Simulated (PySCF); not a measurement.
## Löwdin shares of the frontier orbitals

Compound: C₅H₁₁NSi.
Cartesian coordinates in Å at the GFN2-xTB level; atoms count from 1:
```
atom  x, y, z in Å
C1     2.7381   -0.0917    0.5662
C2     1.7444    0.7241    0.2298
N3     0.4648    0.3797   -0.1306
C4     0.0989   -1.0200   -0.2431
C5    -1.2145   -1.0898   -1.0177
C6    -2.1028    0.0617   -0.5493
Si7   -0.8678    1.4744   -0.2666
H8     2.6330   -1.1605    0.6122
H9     3.7053    0.3052    0.8141
H10    1.9007    1.7949    0.2187
H11    0.8884   -1.5659   -0.7678
H12   -0.0155   -1.4609    0.7557
H13   -1.0000   -0.9655   -2.0809
H14   -1.6907   -2.0617   -0.8790
H15   -2.6037   -0.2061    0.3810
H16   -2.8796    0.2796   -1.2781
H17   -0.6911    2.3782   -1.4085
H18   -1.1169    2.2305    0.9655
```

Computed with TDDFT B3LYP/def2-SVPD, vertical, gas phase, core orbitals frozen in the response in PySCF 2.14.0, density-fitted response routines.

Kohn–Sham orbitals with the atoms that hold most of them (Löwdin shares over 4%, at most four atoms; ? is withheld):

| orbital | ε (eV) | atoms |
| --- | --- | --- |
| LUMO+2 | 0.66 | C2 27%, C1 26%, N3 9%, Si7 8% |
| LUMO+1 | 0.26 | Si7 25%, C5 9%, H18 8%, C2 7% |
| LUMO | 0.10 | ? |
| HOMO | ? | ? |
| HOMO-1 | -8.43 | C6 34%, Si7 22%, C5 12%, H14 6% |
| HOMO-2 | -8.50 | C2 24%, N3 19%, C1 13%, C4 9% |
| HOMO-3 | -9.23 | Si7 17%, C6 15%, C5 14%, H18 11% |

**Question.** Which atoms hold the LUMO, and with what shares?

**Answer.** Si7 (bonded to C, N and 2 H) 31%; H17 (bonded to Si) 11%; C6 (bonded to C, Si and 2 H) 11%; H18 (bonded to Si) 10%. By element: silicon 31%, hydrogen 22% or more, carbon 11% or more.

**Question.** Give the leading atoms of the HOMO.

**Answer.** C1 (bonded to C and 2 H) 31%; N3 (bonded to 2 C and Si) 30%; C2 (bonded to C, N and H) 16%. By element: carbon 47% or more, nitrogen 30%.

**Question.** What is the HOMO energy, and the HOMO–LUMO gap?

**Answer.** ε(HOMO) = -5.65 eV; the gap is 5.74 eV (0.2111 hartree).

**Question.** How does S1 compare with the orbital gap of 5.74 eV?

**Answer.** S1 is at 4.88 eV (f = 0.0016), 0.87 eV below the gap, made of HOMO→LUMO (86%), HOMO→LUMO+1 (13%). Without the coupling terms of the response equations the lowest excitation would equal the gap.

**Question.** One configuration dominates each of S1 and S2. Which, and how do the shares of the two leading atoms of either orbital change from the occupied to the empty one?

**Answer.** 
- S1 (4.88 eV, f 0.0016), HOMO→LUMO (86%): C1 31% → at most 11%, N3 30% → at most 11%, Si7 at most 4% → 31%, H17 at most 4% → 11%
- S2 (5.07 eV, f 0.020), HOMO→LUMO+1 (85%): C1 31% → at most 8%, N3 30% → at most 8%, Si7 at most 4% → 25%, C5 at most 4% → 9%

One conformer stands for the species.
